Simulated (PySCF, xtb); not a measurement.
NO2, SMILES [O-]N=O, charge -1.

GFN2-xTB (xtb 6.7.1) at its own geometry gives an orbital gap of 1.81 eV.

Geometry: TPSSh-D3(BJ)/def2-TZVPD.

**Question.** What does PBE/def2-TZVPD (PySCF) give? (Estimate from the structure and the level; the computed values follow.)

**Answer.** gap 2.87 eV (levels 1.30 and 4.17 eV).
